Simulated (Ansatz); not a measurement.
Two structures of Si$_{2}$H$_{7}$OF, singlet, reached by relaxing down either side of one saddle point (PBE0-D4/def2-TZVP). Energies are electronic, without zero-point energy. Program: Ansatz 0.2.0. Basis: def2-TZVPP and def2-QZVPP. Cores are frozen in the correlated methods. Extrapolation: Hartree–Fock as exp(−7.88 √X), correlation as X^−2.97. First:

```csv
atom,x (Å),y (Å),z (Å)
Si1,-0.9222,0.6319,-1.1144
H2,0.1364,1.6810,-1.2936
O3,-0.2687,-0.7126,-0.4849
Si4,0.3460,-1.4783,0.8333
H5,-1.4722,0.3300,-2.4555
H6,-1.9711,1.1962,-0.2297
H7,1.1510,1.8575,0.1216
F8,1.4391,1.6603,0.9808
H9,-0.1889,-0.8699,2.0764
H10,1.8251,-1.3966,0.8119
H11,-0.0745,-2.8994,0.7540
```

Second:

```csv
atom,x (Å),y (Å),z (Å)
Si1,-1.4947,0.7328,-0.1942
H2,2.4323,1.4216,-1.4891
O3,-0.5293,-0.5599,-0.1235
Si4,0.5140,-1.5055,0.7185
H5,-2.1687,0.7518,-1.5073
H6,-2.4378,0.7409,0.9461
H7,1.8382,1.7350,-1.1633
F8,-0.6165,2.0602,-0.0815
H9,0.0681,-1.6112,2.1320
H10,1.8739,-0.9165,0.6690
H11,0.5205,-2.8492,0.0933
```

(1) Which bonds change from the first to the second?

(2) Give the saddle point's structure and its height above each. (Judge from chemistry; the value comes from the calculation.)

T1 diagnostic: at most 0.013.

Answers

(1) Si₂H₆O ([SiH3][O][SiH3]) + HF → Si₂H₅OF ([F][SiH2][O][SiH3]) + H₂; bonds formed: Si1–F8, H2–H7; bonds broken: Si1–H2, H7–F8.

(2) By the calculation: 1.386 eV above the first and 2.715 eV above the second (CCSD(T) at an estimated basis limit (MP2 extrapolated from triple and quadruple zeta, plus CCSD(T) − MP2 in triple zeta)).
Si1  (-0.693, 0.755, -0.765)
H2  (0.482, 1.775, -1.454)
O3  (-0.364, -0.772, -0.335)
Si4  (0.373, -1.570, 0.909)
H5  (-1.161, 0.581, -2.167)
H6  (-1.733, 1.520, -0.052)
H7  (0.761, 1.790, -0.529)
F8  (0.590, 1.402, 0.601)
H9  (-0.116, -1.071, 2.218)
H10  (1.844, -1.407, 0.817)
H11  (0.019, -3.002, 0.757)
(Å)

Labels in which every atom is bracketed show which atoms are joined, not bond orders.

For scale, one of the runs: CCSD(T)/def2-TZVPP, 244 basis functions, launched by `ansatz run in.yaml --threads 4 --pin off --events-out ev --progress --plain --max-ram 9574MiB`. Time: 110 s of wall clock on 4 CPU threads of an Arm Neoverse V1; the host was shared. Peak host memory: 4.7 GiB.
